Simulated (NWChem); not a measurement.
System: BaCl2 cation, doublet; SMILES of the neutral closed-shell parent [Cl][Ba][Cl]

NWChem input:

```
start job
memory heap 200 mb stack 900 mb global 1100 mb
charge 1
geometry units angstroms
  Ba     0.513067    -0.408677     0.471501
  Cl     0.004964     1.009522    -1.810882
  Cl    -1.992316     0.573489    -0.015483
end
basis spherical
  * library def2-svp
end
ecp
  Ba library def2-ecp
end
dft
  odft
  mult 2
  xc pbe0
  iterations 150
end
driver
  maxiter 120
end
task dft optimize
dft
  grid fine
  convergence energy 1d-8 density 1d-7
end
task dft freq numerical
```

In the optimisation the excess spin sits in b2 (C2v, its own frame). This spin state was assumed; another may lie lower. def2 effective core potentials on Ba; no spin-orbit coupling.

The level has its own optimisation; frequencies are unscaled.

### Question
Give the results of this calculation. (PBE0/def2-SVP with def2 effective core potentials on Ba, spin-unrestricted.) Quantities: r Ba–Cl (Å); highest harmonic frequency (cm⁻¹); lowest (cm⁻¹); zero-point energy (kcal/mol).

### Answer
```yaml
r Ba–Cl (Å): 2.846
highest harmonic frequency (cm⁻¹): 293
lowest (cm⁻¹): 198
zero-point energy (kcal/mol): 1.0
```
